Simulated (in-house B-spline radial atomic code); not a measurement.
Yb⁺. Computed with a B-spline radial atomic code. Model: non-relativistic spherical atom: semilocal Troullier-Martins pseudo-atom, one channel per l, against all electrons, high spin, G0W0 and RPA with empty states to l = 8, local potential for every l without a channel, a model core (radius 0 = none) keeps its share of the functional.

Without relativity these are model numbers for so heavy an element.

What the tables leave out is listed at the end.

The pseudopotential gives back the lowest level of each angular momentum of its own functional in the configuration it was made in; a second state of the same l is only approximately right. Exact exchange, RPA and GW see the smooth pseudo-orbitals and miss the exchange with the core, for which the functional's share stands in. The column with an uncorrelated core keeps all orbitals and exact exchange, and so separates missing core correlation from pseudisation. Only the three outermost levels and the lowest empty one were computed. RPA here is direct RPA, with no exchange kernel, and its energies carry an (l + 1/2)⁻⁴ tail. A hybrid on a potential with a model core restores only its own semilocal share of the core's exchange.

Command:
```bash
python run_psgw.py task.json out
```
Settings (lengths in bohr, energies in hartree):
```
Z                      70
electrons              69
configuration          [Xe] 4f14 6s1
generated_in           [Xe] 4f14 6s2
functional             pbe,pbe
core_shells            9
radius_factor          1.15
core_correction        True
ion_configuration      [Xe] 4f14
```

Time taken, with all properties: 100 s on 1 thread of Intel(R) Xeon(R) Platinum 8259CL CPU @ 2.50GHz (Skylake/Cascade Lake), with other jobs on the host.

Given: made with PBE; model core radius 0.694 bohr; local radius 1.48 bohr; mean-field start PBE.

Valence shells of the generating configuration: 5s, 5p, 4f, 6s.

Channel: s 1.342, p 1.466, d 2.262, f 1.855 (radii in bohr).

Computed: largest level miss in the spin-unpolarised generating configuration 0.029 eV; valence RPA correlation energy all-electron orbitals -1.8808 hartree; all-electron RPA polarisability, core included 54.435 bohr³; pseudo-atom RPA polarisability 53.532 bohr³; ionisation by mean-field pseudo minus all 0.072 eV; ionisation by RPA all-electron 11.771 eV; ionisation by RPA pseudo minus all 0.207 eV.

| level | occupied | mean-field all-electron (eV) | mean-field pseudo minus all (eV) | G0W0 all-electron (eV) | G0W0 uncorrelated core minus all (eV) | G0W0 pseudo minus all (eV) | exchange self-energy all-electron (eV) | exchange self-energy pseudo (eV) |
| --- | --- | --- | --- | --- | --- | --- | --- | --- |
| 6s up | 1 | -8.8637 | -0.054 | -11.732 | 0.003 | -0.059 | -8.229 | -7.9265 |
| 6s down (empty) | 0 | -7.8762 | -0.059 | -6.3099 | 0.003 | -0.029 | -1.9365 | -1.5678 |

**Question.** What is the valence RPA correlation energy pseudo?

**Answer.** -2.4994 hartree.

**Question.** What is the ionisation by mean-field all-electron?

**Answer.** 11.446 eV.

Given: mean-field start PBE0.

Computed: valence RPA correlation energy pseudo -2.4351 hartree; all-electron RPA polarisability, core included 47.069 bohr³; pseudo-atom RPA polarisability 46.078 bohr³; ionisation by mean-field all-electron 11.254 eV; ionisation by RPA all-electron 11.606 eV; ionisation by RPA pseudo minus all 0.221 eV.

```
          level  occupied  mean-field all-electron (eV)  mean-field pseudo minus all (eV)  G0W0 all-electron (eV)  G0W0 uncorrelated core minus all (eV)  G0W0 pseudo minus all (eV)  exchange self-energy all-electron (eV)  exchange self-energy pseudo (eV)
          6s up         1                       -9.3826                            -0.093                 -11.659                                  0.003                      -0.119                                 -8.0583                           -7.7886
6s down (empty)         0                       -7.0712                             -0.11                 -5.9655                                  0.003                      -0.113                                 -1.6977                           -1.3637
```

**Question.** What is the valence RPA correlation energy all-electron orbitals?

**Answer.** -1.7786 hartree.

**Question.** What is the ionisation by mean-field pseudo minus all?

**Answer.** 0.112 eV.

Among the listed levels the largest G0W0 shift of the pseudo-atom is -0.12 eV, for 6s up on the PBE0 start, while leaving the core uncorrelated moves that level by +0.00 eV. The rest, -0.12 eV, comes from pseudisation and the lost core exchange. Not in the tables (levels of low weight, unsolved or above zero; the highest and the empty levels are kept at any weight): on PBE the G0W0 levels 4f down (pseudo minus all +6.22 eV, weights 0.81 and 0.19), 4f up (pseudo minus all +6.30 eV, weights 0.45 and 0.02); on PBE0 the G0W0 levels 4f down (pseudo minus all +6.21 eV, weights 0.84 and 0.71), 4f up (pseudo minus all +6.20 eV, weights 0.84 and 0.71); no Hartree-Fock pseudo-atom is run with a model core.
